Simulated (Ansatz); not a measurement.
A search over several starts for the lowest SCF solution of AlCl3 at the given spin, in a small basis.

```yaml
crystal:
  periodic: [false, false, false]
  atoms:
    - {symbol: Al, position_ang: [1.476787, 0.453446, -0.345958]}
    - {symbol: Cl, position_ang: [-1.672886, -0.513714, 0.392127]}
    - {symbol: Cl, position_ang: [0.589728, -0.282763, 1.667691]}
    - {symbol: Cl, position_ang: [-0.393628, 0.343031, -1.713849]}
basis:
  gaussian: {orbitals: def2-SVP, initial_orbitals: start.molden}
magnetization: {spin_polarized: true, initial_magnetization: 4}
hamiltonian: {xc: pbe0, dispersion: d4}
output: {orbitals: {seedname: orbitals}}
```

The file start.molden holds the orbitals of an earlier run on this structure, at another level or in another basis.

```sh
$ ansatz run in.yaml --threads 2 --pin off --events-out ev --progress --plain --max-ram 4352MiB
```

Shortened log:

```
Functional definition: PBE0
642 factors; integrals over basis functions are off by at most 7.2e-4 eV
mean field evaluation 1: about -44132.2109 eV, gradient 4.9e0 eV
mean field evaluation 2: about -44132.3532 eV, gradient 1.2e-1 eV
mean field evaluation 4: about -44132.4539 eV, gradient 6.4e-4 eV
mean field evaluation 8: about -44131.9665 eV, gradient 6.0e0 eV
mean field evaluation 16: about -44132.4539 eV, gradient 1.3e-2 eV
mean field -44132.45394077 eV, -1621.8377682716 hartree, gradient 2.6e-5 eV, S^2 6.005625; 2 other end points of the search recorded, 0 dependent functions left out
reference -44132.45396619 eV, -1621.8377692059 hartree; 34, 30 occupied and 38, 42 virtual orbitals, 642 factors
Total energy: -44132.59995066 eV, -1621.8431340362 hartree
```

It took 2.8 s on 2 threads of Arm Neoverse V2 on a shared host.

In the quintet, Cl2 and Cl3 lie 2.61 Å apart, Cl2 and Cl4 lie 2.61 Å apart (atoms count from 1), so these atoms are partly bonded to each other. At PBE0-D4/def2-TZVP a singlet of charge 0 lies 9.10 eV below the quintet, each at its own geometry. The structure comes from a short search, and lower isomers may exist.
